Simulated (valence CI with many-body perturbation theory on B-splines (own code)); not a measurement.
Nd¹⁹⁺ in three bases

Computed by configuration interaction combined with many-body perturbation theory (CI+MBPT): five valence electrons over a frozen Dirac-Fock core [Kr], a basis of 7 s, 7 p, 8 d, 6 f, 4 g, 1 h functions for each j, with the one-electron correlation potential Σ1, the two-electron term Σ2, the three-electron term Σ3, Breit, model QED; selected CI, second order for the rest, scaled by the run's own slope (own B-spline code, finite nucleus).

No measured levels were compared; by estimate terms of the open shell hold to 2 to 4 % of their energy, and close levels can change places. Among the levels kept, up to 600 cm⁻¹ of a level comes from second order outside the variational space, and about a tenth of that is noise between levels of different J, which matters for small intervals. Only levels of the ground parity were solved; by the run's estimate the other parity begins above the list, which can be wrong where configurations are misplaced.

The reference run has the lowest level (4d3/2^4 4d5/2) J=5/2 [a] and an ionisation energy of 562.293 eV. Its largest variational space holds 19980 state functions.

Levels are named by their leading jj configuration (3d3/2^4 stands for four electrons in 3d with j = 3/2), which in mixed levels can hold well under half, so a name can repeat and another be missing. Letters in brackets count levels of one name in rising energy.

Changed runs:
A. basis 6 s, 6 p, 5 d, 5 f, 1 g
B. basis 5 s, 5 p, 4 d, 4 f

Excitation energies of the reference run in cm⁻¹, and shifts in cm⁻¹:

| Level | Reference | A | B |
| --- | --- | --- | --- |
| (4d3/2^4 4d5/2) J=5/2 [b] | 35681 | +363 | +1273 |
| (4d3/2^3 4d5/2^2) J=7/2 [a] | 54987 | +323 | +1407 |
| (4d3/2^3 4d5/2^2) J=3/2 | 57345 | +327 | +1378 |
| (4d3/2^3 4d5/2^2) J=11/2 | 58939 | +318 | +1322 |
| (4d3/2^3 4d5/2^2) J=5/2 [a] | 63329 | +277 | +1283 |
| (4d3/2^3 4d5/2^2) J=9/2 | 63426 | +290 | +1384 |
| (4d3/2^3 4d5/2^2) J=1/2 | 68864 | +313 | +1374 |
| (4d3/2^3 4d5/2^2) J=7/2 [b] | 78985 | +327 | +1717 |
| (4d3/2^3 4d5/2^2) J=5/2 [b] | 83322 | +420 | +1690 |
| (4d3/2^2 4d5/2^3) J=7/2 [a] | 90807 | +418 | +1909 |
| (4d3/2^2 4d5/2^3) J=11/2 | 91961 | +365 | +1500 |
| (4d3/2^2 4d5/2^3) J=1/2 [a] | 95723 | +236 | +1478 |
| Ionisation energy (eV) | 562.293 | -0.049 | -0.077 |
